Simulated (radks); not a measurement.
Sb2+, configuration [Kr] 4d10 5s2 5p1 (the NIST ground configuration). Method: scalar-relativistic Kohn-Sham, r2SCAN, spin-polarised, spherical densities, finite nucleus; open shells are filled with parallel spins first (spin-orbit coupling, left out, can overturn this in heavy ions); meta-GGA in the generalised Kohn-Sham scheme; Fermi nuclear charge, rms radius 4.6802 fm; hard spherical wall at 3.5 bohr; computed with a radial shooting solver on a logarithmic mesh with Libxc functionals.

Unscreened Slater integrals over Kohn-Sham orbitals (eV). They are taken over the spin-up orbitals. Empty in this configuration: 5d.

integral,value
"F0(5p,5p)",12.237
"F2(5p,5p)",7.0570
"F0(5p,5s)",12.581
"G1(5p,5s)",8.8668
"F0(5p,4d)",14.576
"F2(5p,4d)",4.8072
"G1(5p,4d)",1.7837
"G3(5p,4d)",1.6431
"F0(5p,4p)",14.956
"F2(5p,4p)",4.0753
"G0(5p,4p)",0.87800
"G2(5p,4p)",1.1352
"F0(5p,5d)",11.854
"F2(5p,5d)",6.5376
"G1(5p,5d)",7.6390
"G3(5p,5d)",5.1124
"F0(5s,5s)",12.994
"F0(5s,4d)",15.375
"G2(5s,4d)",2.3004
"F0(5s,4p)",15.800
"G1(5s,4p)",1.2068
"F0(5s,5d)",12.131
"G2(5s,5d)",5.4603
"F0(4d,4d)",23.879
"F2(4d,4d)",12.011
"F4(4d,4d)",7.9209
"F0(4d,4p)",25.950
"F2(4d,4p)",13.076
"G1(4d,4p)",16.605
"G3(4d,4p)",10.235
"F0(4d,5d)",14.203
"F2(4d,5d)",4.4741
"F4(4d,5d)",2.3231
"G0(4d,5d)",1.4329
"G2(4d,5d)",1.7749
"G4(4d,5d)",1.4591
"F0(4p,4p)",28.642
"F2(4p,4p)",15.051
"F0(4p,5d)",14.686
"F2(4p,5d)",4.0602
"G1(4p,5d)",2.1429
"G3(4p,5d)",1.6336
"F0(5d,5d)",11.589
"F2(5d,5d)",6.3923
"F4(5d,5d)",4.5899

Derived for the open shells (J is the average intra-shell exchange parameter used in DFT+U). 5p: J = F2/5 = 1.411 eV.
